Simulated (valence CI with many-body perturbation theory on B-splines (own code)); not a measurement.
## Dy⁵⁹⁺: calculated level list

Method: configuration interaction combined with many-body perturbation theory (CI+MBPT): five valence electrons over a frozen Dirac-Fock core [He], a basis of 9 s, 9 p, 8 d, 6 f, 3 g, 1 h functions for each j, with the one-electron correlation potential Σ1, the two-electron term Σ2, the three-electron term Σ3, Breit, model QED; selected CI, second order for the rest (own B-spline code, finite nucleus).

No measured spectrum was set against this ion. As an estimate, large intervals hold to a few tenths of a per cent, small ones and those within an open d or f shell to about a per cent. Among the levels kept, up to 1100 cm⁻¹ of a level comes from second order outside the variational space, and about a tenth of that is noise between levels of different J, which matters for small intervals.

Levels 1 to 45 of 72, with energies above the lowest level, (2s^2 2p1/2^2 2p3/2) J=3/2. "Leading %" is the weight of the configuration and term that name the level; weights of strongly mixed levels are sums over their largest components and can fall short. In the jj column 3d3/2^4 stands for four electrons in 3d with j = 3/2.

```csv
No.,Configuration,Term,J,E (× 10³ cm⁻¹),Leading %,Leading jj,Second component,g
1,2s²2p³,²P°,3/2,0.00,48,2s^2 2p1/2^2 2p3/2 (100 %),27 % 2s²2p³ ²D°,1.327
2,2s²2p³,⁴S°,3/2,6575.7,55,2s^2 2p1/2 2p3/2^2 (100 %),45 % 2s²2p³ ²D°,1.438
3,2s²2p³,²D°,5/2,6756.8,100,2s^2 2p1/2 2p3/2^2 (100 %),,1.170
4,2s²2p³,²P°,1/2,7106.8,100,2s^2 2p1/2 2p3/2^2 (100 %),,0.627
5,2s2p⁴,⁴P,5/2,8919.2,71,2s 2p1/2^2 2p3/2^2 (100 %),29 % 2s2p⁴ ²D,1.456
6,2s2p⁴,²S,1/2,9650.0,64,2s 2p1/2^2 2p3/2^2 (100 %),27 % 2s2p⁴ ⁴P,2.024
7,2s2p⁴,²P,3/2,9661.4,50,2s 2p1/2^2 2p3/2^2 (100 %),35 % 2s2p⁴ ²D,1.179
8,2s²2p³,²P°,3/2,13697,52,2s^2 2p3/2^3 (99 %),28 % 2s²2p³ ²D°,1.288
9,2s2p⁴,⁴P,3/2,15688,84,2s 2p1/2 2p3/2^3 (100 %),11 % 2s2p⁴ ²D,1.582
10,2s2p⁴,²D,5/2,15998,71,2s 2p1/2 2p3/2^3 (100 %),29 % 2s2p⁴ ⁴P,1.284
11,2s2p⁴,²P,1/2,16425,64,2s 2p1/2 2p3/2^3 (99 %),36 % 2s2p⁴ ⁴P,1.367
12,2s2p⁴,²D,3/2,16502,53,2s 2p1/2 2p3/2^3 (100 %),45 % 2s2p⁴ ²P,1.022
13,2p⁵,²P°,3/2,19088,99,2p1/2^2 2p3/2^3 (99 %),,1.306
14,2s2p⁴,⁴P,1/2,23139,37,2s 2p3/2^4 (99 %),35 % 2s2p⁴ ²S,1.852
15,2p⁵,²P°,1/2,25876,100,2p1/2 2p3/2^4 (100 %),,0.627
16,2s²2p²3s,⁴P,1/2,56224,46,2s^2 2p1/2^2 3s (100 %),31 % 2s²2p²3s ²S,1.999
17,2s²2p²3p,²P°,1/2,56935,46,2s^2 2p1/2^2 3p1/2 (100 %),38 % 2s²2p²3p ⁴D°,0.650
18,2s²2p²3p,²P°,3/2,58996,34,2s^2 2p1/2^2 3p3/2 (100 %),20 % 2s²2p²3p ⁴D°,1.325
19,2s²2p²3d,²D,3/2,59639,42,2s^2 2p1/2^2 3d3/2 (100 %),33 % 2s²2p²3d ⁴F,0.784
20,2s²2p²3d,²D,5/2,60249,35,2s^2 2p1/2^2 3d5/2 (100 %),18 % 2s²2p²3d ⁴D,1.191
21,2s²2p²3s,⁴P,3/2,62891,88,2s^2 2p1/2 2p3/2 3s (100 %),10 % 2s²2p²3s ²P,1.659
22,2s²2p²3s,²P,1/2,62964,67,2s^2 2p1/2 2p3/2 3s (100 %),33 % 2s²2p²3s ⁴P,1.297
23,2s²2p²3s,²D,5/2,63044,64,2s^2 2p1/2 2p3/2 3s (100 %),36 % 2s²2p²3s ⁴P,1.315
24,2s²2p²3s,²D,3/2,63091,64,2s^2 2p1/2 2p3/2 3s (100 %),35 % 2s²2p²3s ²P,0.963
25,2s²2p²3p,⁴P°,1/2,63594,48,2s^2 2p1/2 2p3/2 3p1/2 (100 %),28 % 2s²2p²3p ⁴D°,1.729
26,2s²2p²3p,⁴D°,3/2,63643,56,2s^2 2p1/2 2p3/2 3p1/2 (100 %),22 % 2s²2p²3p ²D°,1.133
27,2s²2p²3p,²F°,5/2,63750,49,2s^2 2p1/2 2p3/2 3p1/2 (100 %),30 % 2s²2p²3p ²D°,1.054
28,2s²2p²3p,²P°,3/2,64025,43,2s^2 2p1/2 2p3/2 3p1/2 (99 %),26 % 2s²2p²3p ²D°,1.314
29,2s2p³3s,⁴P°,5/2,64917,46,2s 2p1/2^2 2p3/2 3s (95 %),27 % 2s2p³3s ⁶S°,1.599
30,2s2p³3s,²P°,3/2,65127,33,2s 2p1/2^2 2p3/2 3s (96 %),25 % 2s2p³3s ⁴S°,1.444
31,2s2p³3s,⁴D°,1/2,65515,16,2s 2p1/2^2 2p3/2 3s (53 %),16 % 2s2p³3s ²P°,1.194
32,2s²2p²3p,⁴D°,5/2,65611,52,2s^2 2p1/2 2p3/2 3p3/2 (96 %),31 % 2s²2p²3p ⁴P°,1.415
33,2s2p³3s,²P°,3/2,65632,31,2s 2p1/2^2 2p3/2 3s (77 %),17 % 2s2p³3s ²D°,1.321
34,2s²2p²3p,²D°,3/2,65670,49,2s^2 2p1/2 2p3/2 3p3/2 (92 %),23 % 2s²2p²3p ⁴P°,1.197
35,2s²2p²3p,²P°,1/2,65702,21,2s^2 2p1/2 2p3/2 3p3/2 (58 %),17 % 2s²2p²3p ⁴P°,1.167
36,2s2p³3p,⁴P,3/2,65711,29,2s 2p1/2^2 2p3/2 3p1/2 (99 %),22 % 2s2p³3p ⁶P,1.683
37,2s2p³3p,²D,5/2,65719,25,2s 2p1/2^2 2p3/2 3p1/2 (98 %),19 % 2s2p³3p ⁴D,1.347
38,2s²2p²3p,²F°,7/2,65723,64,2s^2 2p1/2 2p3/2 3p3/2 (100 %),36 % 2s²2p²3p ⁴D°,1.223
39,2s²2p²3p,²P°,3/2,65904,29,2s^2 2p1/2 2p3/2 3p3/2 (82 %),25 % 2s²2p²3p ⁴S°,1.400
40,2s²2p²3p,²D°,5/2,65925,64,2s^2 2p1/2 2p3/2 3p3/2 (99 %),16 % 2s²2p²3p ²F°,1.183
41,2s²2p²3p,²P°,1/2,66098,82,2s^2 2p1/2 2p3/2 3p3/2 (94 %),7 % 2s²2p²3p ⁴D°,0.668
42,2s²2p²3d,⁴F,3/2,66299,23,2s^2 2p1/2 2p3/2 3d3/2 (54 %),16 % 2s²2p²3d ²P,0.965
43,2s2p³3p,²P,1/2,66306,32,2s 2p1/2^2 2p3/2 3p1/2 (90 %),16 % 2s2p³3p ⁴P,1.245
44,2s²2p²3d,⁴F,5/2,66337,53,2s^2 2p1/2 2p3/2 3d3/2 (99 %),39 % 2s²2p²3d ²F,0.959
45,2s²2p²3d,⁴F,3/2,66348,20,2s^2 2p1/2 2p3/2 3d3/2 (51 %),13 % 2s²2p²3d ⁴D,0.920
```

The ionisation energy to 2s²2p² ³P0 of the next ion comes out as 12987 eV (NIST: 12986 ± 7 eV (theoretical)). All 72 levels together are meant to be complete up to 69020 × 10³ cm⁻¹.
